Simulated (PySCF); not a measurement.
Choosing a basis for TDDFT

Species: GeH4S.
InChI=1S/GeH4S/c1-2/h2H,1H3

TDDFT with PBE0 (PySCF), vertical singlets, core orbitals frozen in the response, spherical d and f functions. Isolated species at its PBE0-D3(BJ)/def2-SVP geometry, gas phase. Relativistic effects, spin–orbit coupling among them, are left out although an element past zinc is present.

Q: Compare 6-31G*, def2-SVP, def2-SVPD and def2-TZVP for this molecule.

A: 

| basis | functions | diffuse | S1 (eV) | S2 (eV) | S3 (eV) | S4 (eV) | S5 (eV) | LUMO (eV) | α (au) |
| --- | --- | --- | --- | --- | --- | --- | --- | --- | --- |
| 6-31G* | 58 | no | 5.69 | 6.37 | 7.77 | 7.88 | 8.22 | -0.04 | 42.3 |
| def2-SVP | 70 | no | 5.91 | 6.43 | 7.36 | 7.70 | 7.82 | 0.28 | 43.8 |
| def2-SVPD | 97 | yes | 5.58 | 5.86 | 7.05 | 7.11 | 7.28 | -0.36 | 55.2 |
| def2-TZVP | 109 | no | 5.69 | 6.13 | 7.21 | 7.47 | 7.52 | -0.04 | 50.7 |

States are compared by their number. Against the only diffuse basis here (def2-SVPD, itself not a converged limit), sets without diffuse functions differ by up to 0.33 eV in S1 and 0.94 eV in S5. State by state, the largest deviation of a set without diffuse functions is S1 0.33, S2 0.57, S3 0.73, S4 0.77, S5 0.94 eV. The same number needn't mean the same state in each row. Against def2-SVPD the polarisability deviates by -23% in 6-31G*, -21% in def2-SVP, -8% in def2-TZVP.

Without π bonds the low states are Rydberg-like; a valence basis with one diffuse set may place them up to an eV too high.
